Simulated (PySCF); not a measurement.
How the method changes the constants of BeBr⁺

State: ¹Σ⁺ (singlet), closed shell. Set-up: Be cc-pVDZ, Br cc-pVDZ-PP with ECP10; scalar-relativistic core potentials (PySCF 2.14). De refers to Be⁺ + Br in their high-spin ground configurations, without counterpoise correction. A positive dipole points towards Br; it is taken about the centre of mass and depends on that origin.

```json
{"Level": "RHF", "Re (Å)": "1.874", "ωe (cm⁻¹)": "875", "De (eV)": "2.62", "μ (D)": "-9.35", "CPU s a point (SCF and correlation, without the integrals)": "0.029"}
{"Level": "RHF-MP2", "Re (Å)": "1.880", "ωe (cm⁻¹)": "875", "De (eV)": "3.85", "μ (D)": "n/a", "CPU s a point (SCF and correlation, without the integrals)": "0.046"}
{"Level": "RHF-SCS-MP2", "Re (Å)": "1.881", "ωe (cm⁻¹)": "870", "De (eV)": "3.77", "μ (D)": "n/a", "CPU s a point (SCF and correlation, without the integrals)": "n/a"}
{"Level": "RHF-CCSD", "Re (Å)": "1.881", "ωe (cm⁻¹)": "866", "De (eV)": "3.78", "μ (D)": "n/a", "CPU s a point (SCF and correlation, without the integrals)": "n/a"}
{"Level": "RHF-CCSD(T)", "Re (Å)": "1.884", "ωe (cm⁻¹)": "861", "De (eV)": "3.88", "μ (D)": "n/a", "CPU s a point (SCF and correlation, without the integrals)": "0.58"}
{"Level": "PBE", "Re (Å)": "1.886", "ωe (cm⁻¹)": "839", "De (eV)": "4.14", "μ (D)": "-8.27", "CPU s a point (SCF and correlation, without the integrals)": "0.37"}
{"Level": "PBEsol", "Re (Å)": "1.882", "ωe (cm⁻¹)": "846", "De (eV)": "4.31", "μ (D)": "-8.33", "CPU s a point (SCF and correlation, without the integrals)": "0.28"}
{"Level": "r²SCAN", "Re (Å)": "1.877", "ωe (cm⁻¹)": "862", "De (eV)": "4.03", "μ (D)": "-8.69", "CPU s a point (SCF and correlation, without the integrals)": "0.54"}
{"Level": "TPSSh", "Re (Å)": "1.879", "ωe (cm⁻¹)": "853", "De (eV)": "4.05", "μ (D)": "-8.54", "CPU s a point (SCF and correlation, without the integrals)": "0.58"}
{"Level": "PBE0", "Re (Å)": "1.874", "ωe (cm⁻¹)": "865", "De (eV)": "3.98", "μ (D)": "-8.58", "CPU s a point (SCF and correlation, without the integrals)": "0.65"}
{"Level": "BHandHLYP", "Re (Å)": "1.868", "ωe (cm⁻¹)": "873", "De (eV)": "3.75", "μ (D)": "-8.78", "CPU s a point (SCF and correlation, without the integrals)": "0.31"}
```

The bond length runs from 1.868 Å (BHandHLYP) to 1.886 Å (PBE). De spans 2.62 eV (RHF, mean field) to 4.31 eV (PBEsol, GGA). Correlation at CCSD(T) changes the Hartree–Fock bond energy by +1.26 eV; the triples alone change it by +0.10 eV.

Correlated steps freeze 4 core orbitals. Correlated levels converge slowly with the basis: in double zeta they bind strong bonds too weakly, by up to about 1 eV, and carry superposition errors of some tenths. For an ion De counts to the pair picked by the measured ionisation energies or electron affinities, which need not be the lowest pair at this level. Where the molecule has an RHF reference, its open-shell atoms are computed with UHF.

The whole job (state search and all levels along the bond) took about 0.86 min on 1 thread of Arm Neoverse V1 (shared host), peak memory 0.42 GiB.
